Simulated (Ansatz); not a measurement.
BF3 adduct: PBE0-D4/def2-SVP single points in Ansatz on relaxed structures, gas phase. Binding counts from free atoms in the multiplicity of their measured ground term, without zero-point energy. The structures are stationary points that may keep the symmetry of their start.

(1) Estimate the order by HOMO (eV), lowest first.
A. B(NH3)F3 (BNF3H3) (singlet)
B. B(H2O)F3 (BOF3H2) (singlet)
C. B(IMe)F3 (C5H8BF3N2) (singlet)

(1) B (-10.60), A (-9.86), C (-7.76).

In full:

```json
{"species": "B(H2O)F3 (BOF3H2)", "atoms": "7", "state": "singlet", "geometry": "r2SCAN-D4/def2-SVP", "HOMO (eV)": "-10.60", "LUMO (eV)": "0.31", "gap (eV)": "10.91", "binding per atom (eV)": "4.42", "point group (within 0.1 Å)": "–"}
{"species": "B(NH3)F3 (BNF3H3)", "atoms": "8", "state": "singlet", "geometry": "r2SCAN-D4/def2-SVP", "HOMO (eV)": "-9.86", "LUMO (eV)": "0.44", "gap (eV)": "10.29", "binding per atom (eV)": "4.31", "point group (within 0.1 Å)": "C3v"}
{"species": "B(IMe)F3 (C5H8BF3N2)", "atoms": "19", "state": "singlet", "geometry": "PBE-D4/def2-SVP", "HOMO (eV)": "-7.76", "LUMO (eV)": "-0.36", "gap (eV)": "7.40", "binding per atom (eV)": "4.73", "point group (within 0.1 Å)": "–"}
```

The gap (eV) runs from 7.40 (B(IMe)F3) to 10.91 (B(H2O)F3).
